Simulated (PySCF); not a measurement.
r2SCAN on Xe (xenon, neutral), [Kr] 4d10 5s2 5p5 5d1, one real determinant (an excited configuration). All numbers are calculated (PySCF 2.14, scalar relativity through the core potential, in aug-cc-pwCVDZ-PP with ECP28MDF (6s5p4d1f, 48 functions)).

```
cycle= 1 E= -329.05863521765  delta_E= -0.0055  |g|= 0.0183  |ddm|= 0.891
cycle= 2 E= -329.058526585418  delta_E= 0.000109  |g|= 0.0153  |ddm|= 0.207
cycle= 3 E= -329.058518869309  delta_E= 7.72e-06  |g|= 0.00119  |ddm|= 0.0624
cycle= 4 E= -329.058517067982  delta_E= 1.8e-06  |g|= 0.000237  |ddm|= 0.0142
cycle= 5 E= -329.058516989999  delta_E= 7.8e-08  |g|= 5.84e-05  |ddm|= 0.00279
cycle= 6 E= -329.058516989261  delta_E= 7.38e-10  |g|= 3.78e-06  |ddm|= 0.000444
converged SCF energy = -329.058516989261  <S^2> = 2.0010682  2S+1 = 3.0007121
```

Highest occupied orbital energy: 1.877 eV; ⟨L²⟩ = 7.98; populations by l: s 4.00, p 11.00, d 11.00, f 0.00.

**Question.** Can this result be used?

**Answer.** Not for this state. The calculation finished and met its thresholds. ⟨L²⟩ = 7.98 against 12 for a pure F term, so this real determinant mixes terms. Energies and moments cover only the electrons outside the core potential. The outer electron is Rydberg-like, and this basis confines it to a smaller radius and binds it less than a complete one would. At r2SCAN the highest occupied level has a positive energy, so only the finite basis holds that electron; for this excited configuration the basis is too tight for the outer shell.
